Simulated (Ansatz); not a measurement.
Compare A (`SC[SiH2]S`) with its isomer B (`C[SiH2]SS`).

Gas-phase electronic energies from Ansatz, PBE0-D4/def2-TZVP geometries. CCSD(T)/CBS is the MP2 limit (def2-TZVPP, def2-QZVPP) plus CCSD(T) − MP2 in def2-TZVPP, frozen cores. Functionals use def2-TZVPP. B3LYP here is the variant with VWN-RPA as its local correlation; programs differ in this. Each species was taken in one conformer, which may not be the lowest.

A:

```xyz
10

S    -1.3359   -1.4030    0.7080
C    -1.1281    0.3119    0.1619
Si    0.5185    0.5717   -0.7005
S     2.1753   -0.0282    0.5121
H    -0.2741   -1.4277    1.5315
H    -1.2814    1.0023    0.9934
H    -1.9298    0.4865   -0.5620
H     0.5174   -0.1921   -1.9719
H     0.7451    2.0186   -0.9560
H     1.9932   -1.3400    0.2834
```

B:

```xyz
10

C    -1.399   -0.353    0.276
Si    0.169   -0.537   -0.708
S     1.173    1.344   -0.994
S     1.511    1.805    0.990
H    -2.104    0.302   -0.239
H    -1.870   -1.329    0.419
H    -1.183    0.071    1.259
H     1.109   -1.476   -0.040
H    -0.104   -1.009   -2.093
H     2.697    1.183    1.129
```

(1) Which is lower in electronic energy at CCSD(T)/CBS, and by how much? (An estimate is asked.)

(2) Give E(B) − E(A) in kJ/mol with LDA (SPW92), B3LYP, PBE0-D4, r2SCAN-D4, PBE-D4, B2PLYP, BLYP-D4. (Best estimate.)

(3) Does the order hold for the free energy at 298.15 K (harmonic terms from PBE0-D4)? (An estimate is asked.)

Largest T1 diagnostic: 0.011.

Results:

(1) Computed: B, by 15.6 kJ/mol.

(2) Computed: LDA (SPW92) -17.3, B3LYP -22.8, PBE0-D4 -19.8, r2SCAN-D4 -20.8, PBE-D4 -22.9, B2PLYP -18.9, BLYP-D4 -24.2. None reverses the order clearly.

(3) Computed: Yes: G(B) − G(A) = -12.2 kJ/mol, for one conformer each.

At CCSD(T), def2-SVP lies +16.7 kJ/mol from the extrapolated value and def2-TZVPP +3.7 kJ/mol. In def2-TZVPP, CCSD(T) changes the Hartree–Fock value by +4.2 kJ/mol (the triples alone add −0.3 kJ/mol) and MP2 by +4.1 kJ/mol.
